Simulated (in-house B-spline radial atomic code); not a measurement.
A fraction x of an electron is added to 5d in neutral lanthanum, starting from [Xe] 5d1 6s2 and keeping the highest spin. Computed with an all-electron radial atomic-structure program (B-spline basis): scalar-relativistic (X2C) PBE0, spin-polarised, spherical fractional occupations, Fermi nucleus of rms radius 4.855 fm.

Caution: exact exchange at fractional occupations of open shells leaves self-interaction of up to several eV.

```csv
x,E(x) - E(0) (eV),5d up level (eV)
0,0.0000,-2.766
0.1,-0.2500,-2.237
0.2,?,?
0.3,-0.5958,-1.233
0.4,?,?
0.5,-0.7491,-0.315
```

Question: What belongs in the row x = 0.2?

Answer: An energy change of -0.4480 eV; 5d up at -1.725 eV.

Question: What belongs in the row x = 0.4?

Answer: An energy change of -0.6954 eV; 5d up at -0.763 eV.
